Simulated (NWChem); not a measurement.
Species: C3H7NSi; SMILES C1[SiH2]C=NC1

```xyz
12

C      1.3475     0.1741    -0.0004
N      0.8137     1.3309     0.0004
C     -0.6382     1.3764     0.0018
C     -1.3373    -0.0062     0.0006
Si     0.0884    -1.2478    -0.0019
H      2.4470     0.1179    -0.0010
H     -0.9366     1.9770     0.8779
H     -0.9386     1.9800    -0.8715
H     -1.9818    -0.1337    -0.8822
H     -1.9803    -0.1358     0.8842
H      0.1662    -2.1213    -1.2136
H      0.1664    -2.1264     1.2061
```
Atoms are numbered in this order, from 1.

All runs: NWChem. Pople sets run with spherical d functions. Structure relaxed at the PBE0/def2-SVP level. No frequency run checked for a minimum. B3LYP is NWChem's, with the RPA form of VWN correlation. GIAO values for the isolated, static molecule; σ is the absolute isotropic shielding, δ = σ(reference) − σ with the isolated reference molecule computed at the same levels (13C: tetramethylsilane, 1H: tetramethylsilane, 15N: ammonia).

```json
[
 {"level": "B3LYP/6-31G*", "δ N2 (ppm)": "431.6", "δ C3 (ppm)": "63.1", "δ C4 (ppm)": "5.1", "δ H6 (ppm)": "8.53", "δ H7 (ppm)": "4.50", "δ H9 (ppm)": "0.83", "δ H11 (ppm)": "4.60"},
 {"level": "PBE0/pcSseg-1", "δ N2 (ppm)": "___", "δ C3 (ppm)": "___", "δ C4 (ppm)": "___", "δ H6 (ppm)": "___", "δ H7 (ppm)": "___", "δ H9 (ppm)": "0.85", "δ H11 (ppm)": "___"},
 {"level": "Hartree-Fock/6-31G*", "δ N2 (ppm)": "460.4", "δ C3 (ppm)": "55.2", "δ C4 (ppm)": "1.6", "δ H6 (ppm)": "8.98", "δ H7 (ppm)": "4.33", "δ H9 (ppm)": "0.68", "δ H11 (ppm)": "4.48"},
 {"level": "BHandHLYP/pcSseg-1", "δ N2 (ppm)": "508.0", "δ C3 (ppm)": "65.2", "δ C4 (ppm)": "2.6", "δ H6 (ppm)": "8.68", "δ H7 (ppm)": "4.44", "δ H9 (ppm)": "0.75", "δ H11 (ppm)": "4.30"}
]
```

Problem. Some entries are withheld; supply them.

Solution. 
- PBE0/pcSseg-1, δ N2 (ppm): 495.5
- PBE0/pcSseg-1, δ C3 (ppm): 68.3
- PBE0/pcSseg-1, δ C4 (ppm): 3.7
- PBE0/pcSseg-1, δ H6 (ppm): 8.75
- PBE0/pcSseg-1, δ H7 (ppm): 4.58
- PBE0/pcSseg-1, δ H11 (ppm): 4.54
